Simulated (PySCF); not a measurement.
# Reading the logs of faulty runs: BGeH3O2

These are calculations, not measurements. The program is PySCF 2.14.0, an open-source quantum chemistry code, run on an isolated molecule that a program drew, which may never have been made. The molecule is BGeH3O2 (charge 0, singlet), drawn as the SMILES string `O[BH][Ge][OH]`.

Each row is a Hartree-Fock (HF) and frozen-core CCSD(T) single point in the cc-pVDZ basis, meant for a local HF minimum. Run 1 is clean. Each other run has one planted mistake out of seven kinds, and not every kind appears here: one electron removed, one electron added, multiplicity raised by two, geometry at a saddle point, minimal basis STO-3G, one bond length entered in bohr, all coordinates scaled. The reference is restricted for singlets and unrestricted otherwise, and also for a bond in bohr. Adding or removing an electron swaps singlet and doublet. Electrons count all cores. HOMO and LUMO are orbital energies over both spins, the gradient is its largest component, and the lowest frequency (negative if imaginary) is given only where the gradient is small. Bond lengths are over the 6 bonds as drawn. T1 is the CCSD diagnostic: over 0.02 (restricted) or 0.045 (unrestricted) a single reference is doubtful. Germanium has the cc-pVDZ-PP basis, with a core potential (ECP10MDF) in place of its 10 inner electrons, and its 3s, 3p and 3d shells are frozen in CCSD(T).

Geometry of the clean run:
```xyz
7
BGeH3O2, angstrom
O    -0.5300   -1.9021    0.9072
B    -0.6210   -0.6814    1.4804
Ge    0.0658    1.0161    0.3064
O    -1.3630    2.0713    0.5809
H    -0.8493   -2.6137    1.4439
H    -1.0821   -0.5906    2.5997
H    -2.0476    1.7599    1.1554
```

```
run  electrons  basis functions  <S^2>  HOMO (eV)  LUMO (eV)  gradient (hartree/bohr)  lowest frequency (cm^-1)  mean bond (Å)  longest bond (Å)      T1  HF (hartree)  CCSD(T) (hartree)                     mistake
  1         56               80  0.000      -8.15       0.96                  1.1e-05                        33         1.4052             2.175  0.0202    -469.57295         -470.15346                    no fault
  2         57               80  0.762      -0.17       7.67                  3.6e-02                         -         1.4052             2.175  0.0243    -469.55760         -470.14389          one electron added
  3         56               80  0.000      -7.92       1.18                  5.0e-02                         -         1.3476             2.086  0.0182    -469.56032         -470.13257      all coordinates scaled
  4         55               80  0.783     -16.61      -6.36                  8.1e-02                         -         1.4052             2.175  0.0267    -469.30725         -469.86768        one electron removed
  5         56               80  2.023      -6.83       0.29                  2.4e-02                         -         1.4052             2.175  0.0267    -469.53279         -470.09609  multiplicity raised by two
  6         56               80  0.968      -6.99       0.99                  2.2e-02                         -         1.7278             4.111  0.0230    -469.51339         -470.06595                           ?
```

**Which mistake was planted in run 6, and what did it cost?**

The mean bond changes by a factor of 1.230 and the longest by 1.890, so the molecule wasn't scaled as a whole. A length L in bohr read as angstrom grows by (1/0.5292 - 1) L = 0.890 L. The 6 bonds together grew by 6 x 0.3226 = 1.936 Å, which gives L = 2.176 Å. That is bond B2-Ge3, 2.175 Å in the clean geometry. So the mistake is: one bond length entered in bohr. Subtracting run 1 and multiplying by 627.51 kcal/mol a hartree, the energy moved by 37.4 kcal/mol in HF and 54.9 kcal/mol in CCSD(T).

Cautions from the logs. Run 1: T1 is over the limit, so its CCSD(T) energy is less reliable; run 2: the added electron raises the CCSD(T) energy, so it isn't bound in this basis.
